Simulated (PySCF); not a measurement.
C8H7OP.
Numbering: `[CH3:1][c:2]1[o:3][c:4]2[cH:5][cH:6][cH:7][cH:8][c:9]2[p:10]1` (hydrogens: H11, H12, H13 on C1; H14 on C5; H15 on C6; H16 on C7; H17 on C8)

Structure used (PBE0-D3(BJ)/def2-SVP), in Å, numbered top down from 1:
```xyz
17
C8H7OP angstrom
C      4.231   -0.760    0.413
C      2.773   -0.972    0.585
O      2.058    0.166    0.711
C      0.736   -0.080    0.862
C     -0.207    0.934    1.005
C     -1.535    0.556    1.150
C     -1.904   -0.800    1.152
C     -0.949   -1.798    1.008
C      0.401   -1.444    0.859
P      1.886   -2.438    0.647
H      4.648   -0.211    1.274
H      4.754   -1.720    0.321
H      4.433   -0.159   -0.489
H      0.102    1.981    1.000
H     -2.303    1.324    1.264
H     -2.956   -1.070    1.268
H     -1.245   -2.850    1.010
```

Level: PBE0/pcSseg-1 and PBE0/def2-SVPD in PySCF, non-relativistic, on one gas-phase PBE0-D3(BJ)/def2-SVP geometry that isn't relaxed in the solvent. The solvent is an IEF-PCM continuum (cavity from Bondi-type radii × 1.2). Specific hydrogen bonds and non-electrostatic terms are outside this model.

Gas phase at PBE0/pcSseg-1: HOMO -6.39 eV, LUMO -1.19 eV, dipole 1.05 D.

What does the continuum do to the energy, the frontier levels and the dipole at PBE0/pcSseg-1 in benzene and chloroform?

```csv
solvent,ε,E(solvent) − E(gas) (kcal/mol),polarisation term (kcal/mol),distortion of the solute (kcal/mol),HOMO (eV),LUMO (eV),dipole (D)
benzene,2.271,-1.75,-1.86,0.11,-6.41,-1.19,1.24
chloroform,4.711,-2.82,-3.10,0.28,-6.43,-1.21,1.36
```

Polarisation term: ½ Σ q·V over the induced surface charges. Distortion: the rise of the solute's own energy as its density leaves the gas-phase optimum. From benzene to chloroform the lowering changes by a factor 1.61, Onsager's factor (ε − 1)/(2ε + 1) by 1.55 and ε itself by 2.1.

Which radius a makes the point-dipole formula ΔE = −[(ε − 1)/(2ε + 1)]·μ²/a³ give the value in chloroform, with the gas-phase dipole?

μ = 0.414 au and |ΔE| = 0.00450 Eh give a = 1.26 Å; the farthest nucleus lies 4.08 Å from the centroid of the nuclei, so such a sphere wouldn't even hold the nuclei. The formula assumes a rigid point dipole at the centre of a sphere.

Give the dipole vector in the frame of the coordinates (D, pointing from negative to positive charge), gas and chloroform.

Gas (0.27, 1.02, -0.01), solvent (0.34, 1.31, -0.01). Its length changes by +29 % and its direction by less than 1°.

Which ESP-fitted charges (PBE0/pcSseg-1) respond most in benzene (means over atoms taken as equivalent)?

| atoms | environment | gas (e) | solvent (e) | change |
| --- | --- | --- | --- | --- |
| P10 | phosphorus bonded to 2 C | -0.231 | -0.252 | -0.021 |
| C5 | aromatic CH carbon | -0.248 | -0.257 | -0.009 |
| C2 | substituted aromatic carbon | +0.299 | +0.308 | +0.009 |
| C7 | aromatic CH carbon | -0.256 | -0.265 | -0.009 |
| H17 | aromatic hydrogen | +0.196 | +0.204 | +0.008 |
| H14 | aromatic hydrogen | +0.173 | +0.182 | +0.009 |

How do the nuclear quadrupole coupling constants eQVzz/h respond in benzene?

```tsv
nucleus	Q (barn)	gas (MHz)	solvent (MHz)	η gas	η solvent
17O at O3	-0.0256	-9.22	-9.18	0.16	0.16
```

Gas phase at PBE0/def2-SVPD: HOMO -6.37 eV, LUMO -1.19 eV, dipole 1.06 D.

What does the continuum do to the energy, the frontier levels and the dipole at PBE0/def2-SVPD in benzene?

```json
{"solvent": "benzene", "ε": "2.271", "E(solvent) − E(gas) (kcal/mol)": "-1.66", "polarisation term (kcal/mol)": "-1.78", "distortion of the solute (kcal/mol)": "0.12", "HOMO (eV)": "-6.38", "LUMO (eV)": "-1.19", "dipole (D)": "1.26"}
```

How does the static polarisability (PBE0/def2-SVPD, frozen core, with the continuum's full static response) change?

| medium | isotropic (au) | principal values (au) | ⟨r²⟩ of the electrons (bohr²) |
| --- | --- | --- | --- |
| gas | 121.8 | 71.0, 124.2, 170.0 | 1603.0 |
| benzene | 143.7 | 81.8, 149.2, 200.1 | 1601.9 |

The isotropic value in benzene is 1.18 times the gas-phase one; no cavity-field correction is applied. ⟨r²⟩ is taken about the centre of nuclear charge.
